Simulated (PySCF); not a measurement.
C3H7FSi.
SMILES: `F/C=C(/C)[SiH3]`

Jobs on this species (12 atoms, 48 electrons) with PySCF (density fitting). Hardware of each: Arm Neoverse V1, one thread, no GPU, shared host. Other jobs ran on the host; a repeat could differ by tens of per cent or more.

```json
{"level and settings": "PBE/pcSseg-2", "work": "shieldings", "basis functions": "285", "SCF cycles": "?", "wall time": "?"}
{"level and settings": "BLYP/pcSseg-2", "work": "shieldings", "basis functions": "285", "SCF cycles": "?", "wall time": "?"}
{"level and settings": "HF/pcSseg-2", "work": "shieldings", "basis functions": "285", "SCF cycles": "?", "wall time": "?"}
{"level and settings": "LDA/pcSseg-2", "work": "shieldings", "basis functions": "285", "SCF cycles": "15", "wall time": "38 s"}
{"level and settings": "PBE0/pcSseg-0", "work": "shieldings, charges and field gradients", "basis functions": "63", "SCF cycles": "13", "wall time": "4.3 s"}
{"level and settings": "PBE0/IGLO-III", "work": "shieldings, charges and field gradients", "basis functions": "254", "SCF cycles": "14", "wall time": "27 s"}
{"level and settings": "PBE0/cc-pVDZ", "work": "shieldings, charges and field gradients", "basis functions": "109", "SCF cycles": "14", "wall time": "8.8 s"}
{"level and settings": "BP86/pcSseg-2", "work": "shieldings", "basis functions": "285", "SCF cycles": "15", "wall time": "44 s"}
{"level and settings": "PBE0/pcSseg-1", "work": "shieldings, charges and field gradients", "basis functions": "127", "SCF cycles": "14", "wall time": "9.2 s"}
```

Fill in the missing figures.

- PBE/pcSseg-2; shieldings: 44 s, 15 SCF cycles
- BLYP/pcSseg-2; shieldings: 46 s, 16 SCF cycles
- HF/pcSseg-2; shieldings: 17 s, 11 SCF cycles

What do all jobs in the table cost together?

About 4.0 min; the longest takes about 19 % of that, and about 11 times as long as the shortest.
